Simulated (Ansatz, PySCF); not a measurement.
System: sum formula Si2HCl4, charge 0, multiplicity 2. It need not be the lowest isomer of its formula. 
Structure (B3LYP-D3(BJ)/def2-TZVP (Ansatz, a program for electronic structure) minimum search):
```
Si
H 1 1.4752
Cl 1 2.0538 2 108.39
Cl 1 2.0538 2 108.39 3 119.85
Si 1 2.3611 2 114.58 3 -120.07
Cl 5 2.0700 1 107.47 2 58.60
Cl 5 2.0700 6 109.02 1 116.18
```
Charge 0, spin multiplicity 2.

Wanted: atomisation energy (electronic, to ground-state atoms), in kcal/mol. Valence correlation only, unless marked. Open shells are spin-unrestricted. Spin-orbit coupling is left out. No relativistic terms. The coupled-cluster limit lacks core correlation, which all-electron functionals hold. CBS marks a two-point X^-3 extrapolation of the correlation energy; Hartree-Fock from the larger set. The bracket is a focal-point correction in the basis named.

```
level                               program  atomisation energy (kcal/mol)
---------------------------  --------------  -----------------------------
r2SCAN-D3(BJ)/def2-TZVPD     Ansatz + dftd3                          515.5
BHLYP-D3(BJ)/def2-TZVPD      Ansatz + dftd3                          487.4
M06-2X/def2-TZVPD                     PySCF                          507.3
HSE06-D4/def2-TZVPD          Ansatz + dftd4                          510.1
HSE06/def2-TZVPD                     Ansatz                          503.1
CAM-B3LYP-D3(BJ)/def2-TZVPD  Ansatz + dftd3                          495.3
LC-wPBE/def2-TZVPD                   Ansatz                          495.4
```

Task: Predict the RI-MP2/CBS(cc-pV(T+d)Z,cc-pV(Q+d)Z)+[CCSD(T)-MP2]/cc-pV(T+d)Z result (Ansatz).

Result: 504.5 kcal/mol
